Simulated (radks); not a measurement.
Coulomb parameter of the 3d shell of the zinc ion Zn3+ in the model configuration [Ar] 3d8 4p1, as a second difference U = [E(n + 1) + E(n - 1) - 2 E(n)] / (1)^2 with all orbitals relaxed. "Bare": the charge of the atom changes with n. "Screened": the 4p shell takes up the change at fixed total charge, which measures U(3d,3d) + U(4p,4p) - 2 U(3d,4p). Method: Dirac Kohn-Sham, PBE, spin-unpolarised, spherical densities, finite nucleus; open shells are shared between the two j in proportion to 2j + 1; Fermi nuclear charge, rms radius 3.9283 fm; computed with a radial shooting solver on a logarithmic mesh with Libxc functionals.

case         configuration  E - E(n) (eV)
start         [Ar] 3d8 4p1          0.000
bare +1       [Ar] 3d9 4p1        -49.766
bare -1       [Ar] 3d7 4p1         72.122
screened +1       [Ar] 3d9        -27.342
screened -1   [Ar] 3d7 4p2         34.575

U(bare) = 22.356 eV, U(screened by 4p) = 7.233 eV.
